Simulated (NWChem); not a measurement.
System: Ca

The following NWChem deck was run.

```
start job
memory heap 200 mb stack 900 mb global 1100 mb
geometry units angstroms noautosym nocenter noautoz
  Ca     0.000000     0.000000     0.000000
end
basis spherical
  Ca library def2-tzvpd
end
dft
  xc b3lyp
  iterations 150
end
property
  response 1 0.0
end
task dft property
```

Output (shortened):

```
             Northwest Computational Chemistry Package (NWChem) 7.3.0
             --------------------------------------------------------

                             Geometry "geometry" -> ""
                             -------------------------

 Output coordinates in angstroms (scale by  1.889725989 to convert to a.u.)

  No.       Tag          Charge          X              Y              Z
 ---- ---------------- ---------- -------------- -------------- --------------
    1 Ca                  20.0000     0.00000000     0.00000000     0.00000000

 Effective nuclear repulsion energy (a.u.)       0.0000000000

                              NWChem Property Module
                              ----------------------

                                 NWChem DFT Module
                                 -----------------

 Summary of "ao basis" -> "ao basis" (spherical)
 ------------------------------------------------------------------------------
       Tag                 Description            Shells   Functions and Types
 ---------------- ------------------------------  ------  ---------------------
 Ca                        def2-tzvpd               14       36   6s5p3d

            General Information
            -------------------
          SCF calculation type: DFT
          Wavefunction type:  closed shell.
          No. of atoms     :     1
          No. of electrons :    20
           Alpha electrons :    10
            Beta electrons :    10
          Charge           :     0
          Spin multiplicity:     1
          Use of symmetry is: off; symmetry adaption is: off
          Maximum number of iterations: 150
          AO basis - number of functions:    36
                     number of shells:    14
          Convergence on energy requested:  1.00D-06
          Convergence on density requested:  1.00D-05
          Convergence on gradient requested:  5.00D-04

              XC Information
              --------------
                         B3LYP Method XC Potential
                     Hartree-Fock (Exact) Exchange  0.200
                        Slater Exchange Functional  0.800 local
                    Becke 1988 Exchange Functional  0.720 non-local
              Lee-Yang-Parr Correlation Functional  0.810
                  VWN I RPA Correlation Functional  0.190 local

             Grid Information
             ----------------
          Grid used for XC integration:  medium
          Radial quadrature: Mura-Knowles
          Angular quadrature: Lebedev.
          Tag              B.-S. Rad. Rad. Pts. Rad. Cut. Ang. Pts.
          ---              ---------- --------- --------- ---------
          Ca                  1.80      112          10.0       590
          Grid pruning is: on
          Number of quadrature shells:   112
          Spatial weights used:  Erf1

      Superposition of Atomic Density Guess
      -------------------------------------

 Sum of atomic energies:        -676.74580109

      Non-variational initial energy
      ------------------------------

 Total energy =    -676.745801
 1-e energy   =    -926.428036
 2-e energy   =     249.682235
 HOMO         =      -0.195516
 LUMO         =       0.024047

   convergence    iter        energy       DeltaE   RMS-Dens  Diis-err
 ---------------- ----- ----------------- --------- --------- ---------
 d= 0,ls=0.0,diis     1   -677.5720582959 -6.78D+02  1.39D-02  1.15D-01
 d= 0,ls=0.0,diis     2   -677.5761094717 -4.05D-03  1.77D-03  7.13D-04
 d= 0,ls=0.0,diis     3   -677.5761896189 -8.01D-05  4.53D-04  2.00D-04
 d= 0,ls=0.0,diis     4   -677.5762080156 -1.84D-05  1.37D-05  4.29D-08
 d= 0,ls=0.0,diis     5   -677.5762080210 -5.41D-09  1.54D-07  1.18D-11

         Total DFT energy =     -677.576208020984
      One electron energy =     -926.830100469938
           Coulomb energy =      285.297106096192
    Exchange-Corr. energy =      -36.043213647238
 Nuclear repulsion energy =        0.000000000000

 Numeric. integr. density =       20.000000001069

                       DFT Final Molecular Orbital Analysis
                       ------------------------------------

 Vector    8  Occ=2.000000D+00  E=-1.098424D+00
              MO Center=  8.9D-15,  1.3D-14,  3.0D-14, r^2= 5.4D-01
   Bfn.  Coefficient  Atom+Function         Bfn.  Coefficient  Atom+Function
  ----- ------------  ---------------      ----- ------------  ---------------
    11      0.653614  1 Ca py                10     -0.520351  1 Ca px
     8     -0.262290  1 Ca py                 7      0.208813  1 Ca px
    14      0.201942  1 Ca py                12     -0.168618  1 Ca pz
    13     -0.160768  1 Ca px                 9      0.067665  1 Ca pz
    15     -0.052096  1 Ca pz

 Vector    9  Occ=2.000000D+00  E=-1.098424D+00
              MO Center=  6.0D-15,  1.1D-14,  3.1D-14, r^2= 5.4D-01
   Bfn.  Coefficient  Atom+Function         Bfn.  Coefficient  Atom+Function
  ----- ------------  ---------------      ----- ------------  ---------------
    10      0.656110  1 Ca px                11      0.439712  1 Ca py
    12     -0.320284  1 Ca pz                 7     -0.263292  1 Ca px
    13      0.202713  1 Ca px                 8     -0.176453  1 Ca py
    14      0.135854  1 Ca py                 9      0.128528  1 Ca pz
    15     -0.098955  1 Ca pz

[...]

 DFT Linear Response polarizability / au
 Frequency  =       0.0000000 / au
              X              Y              Z
 -----------------------------------------------
 X     152.5094158      0.0000000      0.0000000
 Y      -0.0000000    152.5094158     -0.0000000
 Z      -0.0000000      0.0000000    152.5094158
 -----------------------------------------------
 Eigenvalues =     152.5094158    152.5094158    152.5094158
 Isotropic   =     152.5094158
 Anisotropic =       0.0000000
 -----------------------------------------------

 Magnetic Dipole Response Matrix (nonzero elements):

 Exiting AOResponse driver routine
```

Level: B3LYP/def2-TZVPD.
